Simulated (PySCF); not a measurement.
MoF₅H, SMILES [F][MoH]([F])([F])([F])[F], multiplicity 1.

Geometry: B3LYP-D3(BJ)/def2-SVP. A frequency run showed that this geometry is not a minimum. The multiplicity is an assumed one; no other spin state was optimised. The structure was generated by enumeration; whether it is a known compound was not checked. The def2 effective core potentials stand for the cores of Mo; spin–orbit coupling is left out.

Computed with M06-2X/def2-TZVP (PySCF).

Symmetry labels are those of the subgroup C2v that the program uses (full group C4v).

Q: List the valence orbital energies around the gap with their symmetry. (Estimate from the structure and the level; the computed values follow.)

A: 
| orbital | symmetry | energy (eV) |
|---|---|---|
| HOMO−7 | B2 | -16.10 |
| HOMO−6 | B1 | -15.59 |
| HOMO−5 | B2 | -15.59 |
| HOMO−4 | A2 | -15.51 |
| HOMO−3 | A2 | -14.97 |
| HOMO−2 | B1 | -14.79 |
| HOMO−1 | B2 | -14.79 |
| HOMO | A1 | -11.52 |
| LUMO | B1 | -4.91 |
| LUMO+1 | B2 | -4.91 |
| LUMO+2 | A1 | -4.72 |
| LUMO+3 | A1 | -0.69 |
